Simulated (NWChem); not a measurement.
Molecule: CH3BeFO; SMILES C[O][Be][F]

```xyz
7

Be    -0.0028    -0.8414     0.0013
F      0.0001    -2.2414     0.0006
O     -0.0069     0.5514     0.0007
C      0.0065     1.9331    -0.0015
H     -0.7139     2.3464     0.7406
H      1.0156     2.3298     0.2535
H     -0.2712     2.3391    -1.0009
```
Atoms are numbered in this order, from 1.

Results from NWChem. Pople sets run with spherical d functions. Coordinates come from a PBE-D3(BJ)/def2-SVP optimisation. Vertical excitations in the gas phase.

Q: Estimate the computed values for CAM-B3LYP/6-31+G*, full TDDFT. Quantities: lowest excitation, singlet (eV); oscillator strength of that lowest state; lowest state with f > 0.02, singlet (eV); orbital gap (eV).

A: 
```
Quantity                                  Value
----------------------------------------  -----
lowest excitation, singlet (eV)            6.96
oscillator strength of that lowest state  0.006
lowest state with f > 0.02, singlet (eV)   8.08
orbital gap (eV)                          10.10
```
